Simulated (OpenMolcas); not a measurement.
OpenMolcas run: Ag5+

Input:

```
&GATEWAY
Coord
1

Ag 0.0 0.0 0.0
Basis=ANO-RCC-VQZP
Group=XYZ
NoMove
AngMom=0.0 0.0 0.0
AMFI
&SEWARD
&RASSCF
FileOrb=start.orb
Symmetry=1
Spin=5
nActEl=6 0 0
Inactive=9 9
Ras2=5 0
CIRoot=5 5 1
SDav=5
CIMx=300
Iter=120 100
PrWF=0.3
OrbListing=Nothing
MaxOrb=0
Atom
>>> COPY $Project.JobIph JOBPRE
&RASSCF
FileOrb=start.orb
Symmetry=1
Spin=5
nActEl=12 2 0
Inactive=9 6
Ras1=0 3
Ras2=5 0
CIRoot=5 5 1
SDav=35
CIMx=300
Iter=120 100
PrWF=0.3
OrbListing=Nothing
MaxOrb=0
Thrs=2.0e-7 1.0e-1 5.0e-4
Atom
>>> COPY $Project.JobIph JOB001
&RASSCF
FileOrb=start.orb
Symmetry=1
Spin=3
nActEl=12 2 0
Inactive=9 6
Ras1=0 3
Ras2=5 0
CIRoot=45 45 1
SDav=180
CIMx=300
Iter=120 100
PrWF=0.3
OrbListing=Nothing
MaxOrb=0
Thrs=2.0e-7 1.0e-1 5.0e-4
Atom
>>> COPY $Project.JobIph JOB002
&RASSCF
FileOrb=start.orb
Symmetry=1
Spin=1
nActEl=12 2 0
Inactive=9 6
Ras1=0 3
Ras2=5 0
CIRoot=49 49 1
SDav=170
CIMx=300
Iter=120 100
PrWF=0.3
OrbListing=Nothing
MaxOrb=0
Thrs=2.0e-7 1.0e-1 5.0e-4
Atom
>>> COPY $Project.JobIph JOB003
&RASSI
NrOfJobIphs=3 5 45 49
1 2 3 4 5
1 2 3 4 5 6 7 8 9 10 11 12 13 14 15 16 17 18 19 20 21 22 23 24 25 26 27
28 29 30 31 32 33 34 35 36 37 38 39 40 41 42 43 44 45
1 2 3 4 5 6 7 8 9 10 11 12 13 14 15 16 17 18 19 20 21 22 23 24 25 26 27
28 29 30 31 32 33 34 35 36 37 38 39 40 41 42 43 44 45 46 47 48 49
IphNames
JOB001
JOB002
JOB003
EJob
SpinOrbit
DIPRint=1.0
SOCoupling=1000.0
Subsets=2
MEES
Property=10
'ANGMOM' 1 'ANGMOM' 2 'ANGMOM' 3 'MLTPL  1' 1 'MLTPL  1' 2 'MLTPL  1' 3
'AMFI' 1 'AMFI' 2 'AMFI' 3 'MLTPL  2' 6
SOProperty=3
'ANGMOM' 1 'ANGMOM' 2 'ANGMOM' 3
```

Launched by
```bash
OMP_NUM_THREADS=1 MOLCAS_MEM=1689 MOLCAS_PROJECT=a pymolcas a.inp > a.log  # once for each step of the input, in one work folder
```

A driver script runs the steps one by one and writes start.orb anew before each from the orbitals found so far.

Output, cut to the results:

```
--- SEWARD ---
Basis set label: AG.ANO-RCC...8S7P5D3F2G1H.

      Electronic valence basis set:
      ------------------
      Associated Effective Charge  47.000000 au
      Associated Actual Charge     47.000000 au
      Nuclear Model: Point charge

      Shell  nPrim  nBasis  Cartesian Spherical Contaminant
         s      21       8        X
         p      18       7        X
         d      13       5                 X
         f       6       3                 X
         g       4       2                 X
         h       2       1                 X
                  Relativistic Douglas-Kroll-Hess integrals:
                    - DKH order of Hamiltonian: 2
                    - DKH order of Properties : 0
                  Atomic mean-field integrals
--- RASSCF ---
Wave function specifications:
      -----------------------------

      Number of closed shell electrons          30
      Number of electrons in active shells      12
      Max number of holes in RAS1 space          2
      Max nr of electrons in RAS3 space          0
      Number of inactive orbitals               15
      Number of active orbitals                  8
      Number of secondary orbitals              81
      Spin quantum number                      2.0
      State symmetry                             1
Orbital specifications:
      -----------------------

      Symmetry species                           1   2
                                                ag  au
      Frozen orbitals                            0   0
      Inactive orbitals                          9   6
      Active orbitals                            5   3
      RAS1 orbitals                              0   3
      RAS2 orbitals                              5   0
      RAS3 orbitals                              0   0
      Secondary orbitals                        37  44
      Deleted orbitals                           0   0
      Number of basis functions                 51  53
      Number of CSFs                            35
      Number of root(s) required                 5
      Iter CI   SX   CI       RASSCF       Energy    max ROT     max BLB   max BLB  Level Ln srch  Step   QN
          iter iter root      energy       change     param      element    value   shift minimum  type update
 Nr of preliminary CI iterations:   1
      Total energies have been shifted. Add                -5000.00 au
        1   1    7    0  -305.53389662    0.00E+00   1.66E-02   14  23 1  1.81E-03*  0.00   0.00    SX    NO
        2   1    7    0  -305.53395014   -5.35E-05*  6.33E-04    9  13 2  7.98E-04*  0.00   0.00    SX    NO
        3   1    7    0  -305.53395058   -4.40E-07*  5.40E-05    9  13 2 -2.02E-04   0.00   0.00    SX    NO
        4   1    5    0  -305.53395064   -5.84E-08   2.06E-05    9  13 2  1.02E-04   0.00   0.00    SX    NO
      Convergence after  4 iterations
        5   1    5    0  -305.53395065   -1.06E-08   2.06E-05    9  13 2 -4.16E-05   0.00   0.00    SX    NO
      Natural orbitals and occupation numbers for root  1
      sym 1:   1.001482   1.000661   2.000000   1.001622   1.001854
      sym 2:   1.998517   1.998369   1.997496
      Natural orbitals and occupation numbers for root  2
      sym 1:   1.001445   2.000000   1.000668   1.001652   1.001854
      sym 2:   1.998329   1.998549   1.997503
      Natural orbitals and occupation numbers for root  3
      sym 1:   1.001854   1.001535   1.001573   2.000000   1.000656
      sym 2:   1.998466   1.997491   1.998425
::    RASSCF root number  1 Total energy:  -5305.53395065
::    RASSCF root number  2 Total energy:  -5305.53395065
::    RASSCF root number  3 Total energy:  -5305.53395065
::    RASSCF root number  4 Total energy:  -5305.53395065
::    RASSCF root number  5 Total energy:  -5305.53395065
--- RASSCF ---
Wave function specifications:
      -----------------------------

      Number of closed shell electrons          30
      Number of electrons in active shells      12
      Max number of holes in RAS1 space          2
      Max nr of electrons in RAS3 space          0
      Number of inactive orbitals               15
      Number of active orbitals                  8
      Number of secondary orbitals              81
      Spin quantum number                      1.0
      State symmetry                             1
Orbital specifications:
      -----------------------

      Symmetry species                           1   2
                                                ag  au
...
--- RASSI ---
SPIN-FREE ENERGIES:
  (Shifted by EMIN (a.u.) =      -5305.5339506487)

 SF State       Relative EMIN(au)   Rel lowest level(eV)    D:o, cm**(-1)      L_eff

     1             0.0000000000        0.0000000000              0.0000         2.0
     2             0.0000000000        0.0000000000              0.0000         2.0
     3             0.0000000000        0.0000000000              0.0000         2.0
     4             0.0000000000        0.0000000000              0.0000         2.0
     5             0.0000000000        0.0000000000              0.0000         2.0
     6             0.1052685613        2.8645034810          23103.7787         1.0
     7             0.1052685613        2.8645034810          23103.7787         1.0
     8             0.1052685613        2.8645034810          23103.7787         1.0
     9             0.1119425061        3.0461107699          24568.5403         5.0
    10             0.1119425061        3.0461107699          24568.5403         5.0
    11             0.1119425061        3.0461107699          24568.5403         5.0
    12             0.1119425061        3.0461107699          24568.5403         5.0
    13             0.1119425061        3.0461107699          24568.5403         5.0
    14             0.1119425061        3.0461107699          24568.5403         5.0
    15             0.1119425061        3.0461107699          24568.5403         5.0
    16             0.1119425061        3.0461107699          24568.5403         5.0
    17             0.1119425061        3.0461107699          24568.5403         5.0
    18             0.1119425061        3.0461107699          24568.5403         5.0
    19             0.1119425061        3.0461107699          24568.5403         5.0
    20             0.1150392146        3.1303765031          25248.1892         3.0
    21             0.1150392146        3.1303765031          25248.1892         3.0
...
```

Levels above the lowest, from the spin-orbit matrix, grouped by J:

```json
{"Configuration": "4d6", "Term": "5D", "J": "4", "E (cm-1)": "0.0", "Measured (cm-1)": "0.0", "g": "1.494", "Term weight %": "97", "Second": "3 3F(1)"}
{"Configuration": "4d6", "Term": "5D", "J": "3", "E (cm-1)": "2561", "Measured (cm-1)": "2692", "g": "1.497", "Term weight %": "99", "Second": ""}
{"Configuration": "4d6", "Term": "5D", "J": "2", "E (cm-1)": "3831", "Measured (cm-1)": "3953", "g": "1.497", "Term weight %": "96", "Second": "3 3P(1)"}
{"Configuration": "4d6", "Term": "5D", "J": "1", "E (cm-1)": "4753", "Measured (cm-1)": "4941", "g": "1.498", "Term weight %": "96", "Second": "3 3P(1)"}
{"Configuration": "4d6", "Term": "5D", "J": "0", "E (cm-1)": "5169", "Measured (cm-1)": "5380", "g": "", "Term weight %": "96", "Second": "4 3P(1)"}
{"Configuration": "4d6", "Term": "3P(1)", "J": "2", "E (cm-1)": "22629", "Measured (cm-1)": "21042", "g": "1.485", "Term weight %": "93", "Second": "3 5D"}
{"Configuration": "4d6", "Term": "3F(1)", "J": "4", "E (cm-1)": "24072", "Measured (cm-1)": "", "g": "1.076", "Term weight %": "43", "Second": "25 3H"}
{"Configuration": "4d6", "Term": "3H", "J": "6", "E (cm-1)": "25864", "Measured (cm-1)": "21512", "g": "1.161", "Term weight %": "96", "Second": "4 1I"}
{"Configuration": "4d6", "Term": "3H", "J": "5", "E (cm-1)": "26133", "Measured (cm-1)": "21812", "g": "1.078", "Term weight %": "73", "Second": "27 3G"}
{"Configuration": "4d6", "Term": "3F(1)", "J": "3", "E (cm-1)": "27445", "Measured (cm-1)": "24441", "g": "1.035", "Term weight %": "82", "Second": "16 3G"}
{"Configuration": "4d6", "Term": "3F(1)", "J": "2", "E (cm-1)": "28350", "Measured (cm-1)": "25306", "g": "0.684", "Term weight %": "95", "Second": "4 1D(1)"}
{"Configuration": "4d6", "Term": "3H", "J": "4", "E (cm-1)": "28543", "Measured (cm-1)": "25144", "g": "0.976", "Term weight %": "61", "Second": "38 3F(1)"}
{"Configuration": "4d6", "Term": "3P(1)", "J": "1", "E (cm-1)": "29864", "Measured (cm-1)": "28232", "g": "1.459", "Term weight %": "92", "Second": "4 3D"}
{"Configuration": "4d6", "Term": "3P(1)", "J": "0", "E (cm-1)": "30051", "Measured (cm-1)": "", "g": "", "Term weight %": "71", "Second": "25 1S"}
{"Configuration": "4d6", "Term": "3G", "J": "5", "E (cm-1)": "32186", "Measured (cm-1)": "27958", "g": "1.156", "Term weight %": "73", "Second": "27 3H"}
{"Configuration": "4d6", "Term": "3G", "J": "4", "E (cm-1)": "33685", "Measured (cm-1)": "29660", "g": "1.051", "Term weight %": "80", "Second": "8 3F(1)"}
{"Configuration": "4d6", "Term": "3G", "J": "3", "E (cm-1)": "34353", "Measured (cm-1)": "30361", "g": "0.808", "Term weight %": "82", "Second": "16 3F(1)"}
{"Configuration": "4d6", "Term": "3D", "J": "2", "E (cm-1)": "37029", "Measured (cm-1)": "32650", "g": "1.162", "Term weight %": "87", "Second": "7 1D(1)"}
{"Configuration": "4d6", "Term": "3D", "J": "1", "E (cm-1)": "37730", "Measured (cm-1)": "33558", "g": "0.549", "Term weight %": "95", "Second": "5 3P(1)"}
{"Configuration": "4d6", "Term": "3D", "J": "3", "E (cm-1)": "38074", "Measured (cm-1)": "33509", "g": "1.325", "Term weight %": "96", "Second": ""}
{"Configuration": "4d6", "Term": "1I", "J": "6", "E (cm-1)": "40270", "Measured (cm-1)": "34194", "g": "1.006", "Term weight %": "96", "Second": "4 3H"}
{"Configuration": "4d6", "Term": "1G(1)", "J": "4", "E (cm-1)": "40717", "Measured (cm-1)": "37481", "g": "1.005", "Term weight %": "82", "Second": "9 3H"}
{"Configuration": "4d6", "Term": "1S", "J": "0", "E (cm-1)": "43923", "Measured (cm-1)": "", "g": "", "Term weight %": "70", "Second": "24 3P(1)"}
{"Configuration": "4d6", "Term": "1D(1)", "J": "2", "E (cm-1)": "46605", "Measured (cm-1)": "41372", "g": "1.015", "Term weight %": "85", "Second": "7 3D"}
```

Against the 20 measured excited levels shown (the list in Gamrath, thesis, University of Mons (2023)) the mean absolute deviation is 3100 cm-1; the largest miss in energy is 4d6 1I6: computed 40270, measured 34194 cm-1 (+17.8 %).

Without dynamic correlation excited terms often stand tens of per cent too high (terms of higher spin than the ground term too low), and those without a measured partner can miss by more than the paired ones. Some levels mix across a computed gap that differs much from the measured one, so their mixing is not that of the real levels. Active for correlation alone: 4p; no level in the range computed is led by a configuration that opens it, so any true level of that kind is missing. Computed and measured levels are paired by configuration, term and J; levels that our copy of the source lacks, or whose pairing is in doubt (as where it misses far off the trend of its configuration), stay unpaired and out of the deviations. Levels of configurations outside the active space are missing. The first state left out of the spin-orbit step lies near 110000 cm-1 above the lowest spin-free state of the reference (among the parities and spins computed), and the list stops at four fifths of that energy or lower. The table shows the lowest 24 of 32 levels.

The term weight is that of the spin-free term in the level, not the purity of its configuration. A number in round brackets counts repeated terms of one configuration in the order of the reference energies.
